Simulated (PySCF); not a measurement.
NMR problem set

- GFN2-xTB geometry
- shielding tensors at PBE0/pcSseg-1 (GIAO)
- program: PySCF
- no relativistic terms, one conformer, rapidly exchanging positions averaged, in vacuum

Referencing at the same level of theory: ¹H (σref 31.72) and ¹³C (σref 186.93) vs TMS. Splittings of carbon signals by F and P are missing where no couplings were computed. Where no couplings were computed, multiplicities follow the n + 1 count of equivalent neighbours, and m marks all less simple cases (inequivalent or close neighbours, rings, F or P nearby). Shifts are as computed. Against solution values, carbons near 30 ppm lie about +3 ppm off and those near 130 ppm about +5 ppm. Of 1211 compounds with measured shifts, 218 miss one by over three times the rms of a fit or turn the order of signals round; such compounds aren't used in these exercises.

(1) C$_{8}$H$_{9}$OP. ¹H NMR (500 MHz, computed): δ 9.20 (m, 1H), 9.17 (m, 1H), 8.13 (m, 1H), 2.76 (s, 3H), 2.66 (s, 3H). ¹³C{¹H} NMR (computed): δ 211.7 (C), 167.7 (CH), 161.8 (CH), 150.7 (C), 143.4 (C), 142.1 (CH), 33.0 (CH3), 26.0 (CH3). Identify the compound.

(2) C$_{4}$H$_{9}$FN$_{2}$Si. ¹H NMR (600 MHz, computed): δ 5.89 (m, 1H), 4.87 (s, 3H), 3.72 (m, 1H), 3.56 (m, 1H), 2.25 (s, 3H). ¹³C{¹H} NMR (computed): δ 145.6 (C), 101.7 (CH), 57.5 (CH2), 14.9 (CH3). Give a structure.

(3) C$_{8}$H$_{9}$OP. ¹H NMR (300 MHz, computed): δ 8.53 (m, 1H), 7.09 (m, 1H), 6.47 (m, 1H), 5.51 (m, 1H), 2.15 (m, 1H), 1.04 (m, 2H), 0.97 (m, 2H). ¹³C{¹H} NMR (computed): δ 185.6, 166.6, 143.1, 136.2, 120.7, 12.6, 11.0. Give a structure.

## Answers

(1) `CC(=O)c1cpccc1C`. 8 carbon signals for 8 carbons: no two carbons are equivalent. Carbon types of the structure: 3 × C, 3 × CH, 2 × CH3, which accounts for all hydrogens. δC 211.7: ketone carbonyl carbon; the double bond to the heteroatom, with no lone-pair donor beside it, deshields it most. δC 167.7, 161.8, 142.1: aromatic CH. δC 150.7, 143.4: substituted aromatic carbon. δH 9.20, 9.17, 8.13: hydrogen on an aromatic CH.

The data come from this structure; uniqueness wasn't tested.

(2) SMILES CC1=NN([SiH3])C[C@H]1F. The formula gives 2 degrees of unsaturation (1 ring in the answer). 4 carbon signals for 4 carbons: no two carbons are equivalent. Carbon types of the structure: 1 × C, 1 × CH, 1 × CH2, 1 × CH3, leaving 3 H on heteroatoms. δC 145.6: C=N carbon. δC 101.7: sp3 CH bonded to F; deshielded by the electronegative neighbour. δC 14.9: methyl carbon; aliphatic region, no heteroatom directly attached. δH 3.72, 3.56: hydrogen on an sp3 CH2 bonded to N; its carbon carries N, an electronegative neighbour.

The data come from this structure; uniqueness wasn't tested.

(3) `InChI=1S/C8H9OP/c1-2-7-8(6-3-4-6)9-5-10-7/h2,5-6H,1,3-4H2`. 7 carbon signals for 8 carbons: some carbons are equivalent by symmetry or fast rotation. Carbon types of the structure: 2 × C, 3 × CH, 3 × CH2, which accounts for all hydrogens. δC 143.1: substituted aromatic carbon. δC 136.2: alkene CH; as expected for a trigonal carbon in a double bond. δC 120.7: terminal =CH2 carbon; as expected for a trigonal carbon in a double bond. δH 8.53: hydrogen on an aromatic CH next to the ring oxygen; the ring current deshields protons in the ring plane.

The shifts were computed for this structure.
